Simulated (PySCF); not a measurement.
# Spinor energies of As³⁺ (arsenic, charge +3)

Start: [Ar] 3d10 4s2. Calculated with PySCF 2.14 in x2c-TZVPPall-2c: generalised Hartree-Fock with the X2C-1e Hamiltonian and a Gaussian nucleus; one run each with spin-orbit coupling (SO) switched off, then screened by Boettger's factors.

| spinor shell | electrons | ε, spin-free (eV) | ε, screened SO (eV) | weight of nominal j (screened SO) | rms radius, screened SO (bohr) |
| --- | --- | --- | --- | --- | --- |
| 1s1/2 | 2 | -11980.2 | -11979.9 | 1.000 | 0.0524 |
| 2s1/2 | 2 | -1607.3 | -1607.2 | 1.000 | 0.219 |
| 2p1/2 | 2 | -1408.7 | -1433.7 | 1.000 | 0.194 |
| 2p3/2 | 4 | -1408.7 | -1396.6 | 1.000 | 0.197 |
| 3s1/2 | 2 | -259.89 | -259.88 | 1.000 | 0.638 |
| 3p1/2 | 2 | -195.99 | -199.64 | 1.000 | 0.660 |
| 3p3/2 | 4 | -195.99 | -194.24 | 1.000 | 0.670 |
| 3d3/2 | 4 | -90.862 | -91.324 | 1.000 | 0.740 |
| 3d5/2 | 6 | -90.862 | -90.551 | 1.000 | 0.744 |
| 4s1/2 | 2 | -48.064 | -48.064 | 1.000 | 1.90 |

```tsv
quantity	spin-free	screened SO
E (hartree)	-2256.94863	-2257.04316
M_J	0	0
⟨J²⟩	0.000	0.000
⟨L²⟩	0.000	0.002
⟨S²⟩	0.000	0.002
```

Without spin-orbit coupling the j labels of p, d and f shells carry no meaning; the spin-free column gives the mean over the occupied spinors of each nl shell.
